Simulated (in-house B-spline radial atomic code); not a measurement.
RPA and G0W0 for K⁻, [Ar] 4s2, as one setting changes: the share of exact exchange in the PBE hybrid start. A dash marks a level of low quasi-particle weight. Computed with an all-electron radial atomic-structure program (B-spline basis): all electrons, scalar-relativistic (spin-free one-electron X2C), finite nucleus, each spin shell either full or empty, empty states to l = 9 with an (l + 1/2)⁻⁴ tail; G0W0 by contour deformation at full frequency.

```json
{"share of exact exchange in the PBE hybrid start": "0.6", "mean-field level (eV)": "-0.109", "G0W0 level (eV)": "-", "RPA correlation (Eh)": "-1.0889"}
{"share of exact exchange in the PBE hybrid start": "0.7", "mean-field level (eV)": "?", "G0W0 level (eV)": "?", "RPA correlation (Eh)": "?"}
{"share of exact exchange in the PBE hybrid start": "0.8", "mean-field level (eV)": "?", "G0W0 level (eV)": "?", "RPA correlation (Eh)": "?"}
{"share of exact exchange in the PBE hybrid start": "0.9", "mean-field level (eV)": "-0.517", "G0W0 level (eV)": "4s -0.641", "RPA correlation (Eh)": "-1.0448"}
{"share of exact exchange in the PBE hybrid start": "1", "mean-field level (eV)": "-0.652", "G0W0 level (eV)": "4s -0.646", "RPA correlation (Eh)": "-1.0314"}
```

(1) What belongs in the row for 0.7?

(2) What belongs in the row for 0.8?

(3) At what share of exact exchange does G0W0 leave the highest level unchanged?

## Answers

(1) mean-field level (eV): -0.246; G0W0 level (eV): 4s -0.612; RPA correlation (Eh): -1.0735.

(2) mean-field level (eV): -0.382; G0W0 level (eV): 4s -0.630; RPA correlation (Eh): -1.0588.

(3) Near 1.00, where the shift changes sign (-0.124 eV at 0.9, +0.005 eV at 1).
